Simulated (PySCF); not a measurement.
Species: C3H5AlF2.
Numbering: `[CH2:1]=[CH:2][CH2:3][Al:4]([F:5])[F:6]` (hydrogens: H7, H8 on C1; H9 on C2; H10, H11 on C3)

Method: PBE0-D3(BJ)/def2-SVP geometry optimisation, gas phase in PySCF 2.14.0; density fitting, grid level 1; the optimiser is geomeTRIC in internal coordinates, started from a GFN2-xTB structure with every atom displaced at random (about 0.01 Å).

Geometry at step 3:
```
atom  x, y, z in Å
C1     -1.5480    0.2561    0.7809
C2     -0.9859   -0.3704   -0.2541
C3      0.4865   -0.6179   -0.3964
Al4     1.5814    0.5099    0.7386
F5      2.8823   -0.0991    1.5656
F6      1.3235    2.1382    0.9182
H7     -2.6311    0.3849    0.8584
H8     -0.9523    0.6811    1.6017
H9     -1.6356   -0.7528   -1.0501
H10     0.7973   -0.4811   -1.4467
H11     0.7235   -1.6746   -0.1719
```

Q: Give the atomic forces at this geometry.

A: 
```
atom  Fx (eV/Å)  Fy (eV/Å)  Fz (eV/Å)
  C1     -0.150     -0.008     -0.018
  C2      0.151      0.059      0.173
  C3     -0.037     -0.077     -0.058
 Al4     -0.008      0.058     -0.029
  F5      0.054     -0.012      0.052
  F6     -0.005     -0.016     -0.003
  H7      0.018      0.009      0.021
  H8     -0.033      0.003     -0.035
  H9     -0.033     -0.027     -0.025
 H10      0.048      0.017     -0.052
 H11     -0.003     -0.007     -0.025
```

The largest, 0.24 eV/Å, acts on C2; the rms over all components is 0.058 eV/Å. The forces sum to zero within rounding, as they must for an isolated molecule in no field.

Q: Give the force on C2 in Eh/bohr and in nN.

A: 0.237 eV/Å ÷ 51.422 = 0.00461 Eh/bohr, and 0.237 eV/Å × 1.602 = 0.38 nN.

Q: How far is this geometry from the end of the optimisation?

A: 0.028 eV above it, and 0.273 Å rms away after alignment. The bonds farthest from their final lengths, with half the difference of the two atoms' forces along the bond (positive lengthens):

```json
{"bond": "C3–H10", "now (Å)": "1.104", "final (Å)": "1.107", "force along bond (eV/Å)": "+0.02"}
{"bond": "Al4–F6", "now (Å)": "1.658", "final (Å)": "1.661", "force along bond (eV/Å)": "-0.04"}
{"bond": "C1–H8", "now (Å)": "1.100", "final (Å)": "1.097", "force along bond (eV/Å)": "+0.03"}
{"bond": "C2–C3", "now (Å)": "1.500", "final (Å)": "1.502", "force along bond (eV/Å)": "-0.07"}
{"bond": "C2–H9", "now (Å)": "1.096", "final (Å)": "1.099", "force along bond (eV/Å)": "+0.14"}
{"bond": "C3–Al4", "now (Å)": "1.939", "final (Å)": "1.940", "force along bond (eV/Å)": "+0.06"}
```

The angle farthest from its final value is C1–C2–C3, 124.4° against 126.1°.

The cost below is that of the whole optimisation. Hardware: one thread of an Arm Neoverse V1, no GPU, shared host. Cost: 65 s wall, 0.47 GiB resident at most.
